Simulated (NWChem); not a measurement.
Correlation energy of HGa

```
Ga
H 1 1.6914
```
Charge 0, spin multiplicity 1.

Everything below was run with NWChem. The geometry was optimised at B3LYP/def2-SVP, a minimum by its harmonic frequencies.

Basis set: def2-TZVP. Each correlation energy counts from its own Hartree-Fock reference.

The Hamiltonian is non-relativistic. The correlated methods keep 9 core orbitals frozen. The structure started from a generated list of species. Coupled-cluster values serve here as a point of comparison, not as the truth.

```csv
method,correlation energy (mHa)
CCSD+T(CCSD),-219.8
CR-CCSD[T],-218.2
CCSD(T),-218.4
CCSD,-210.4
SCS-MP2,___
MP2,___
CR-CCSD(T),-217.1
```

Q: Some entries are withheld; supply them.

A: 
- SCS-MP2, correlation energy (mHa): -192.7
- MP2, correlation energy (mHa): -201.2
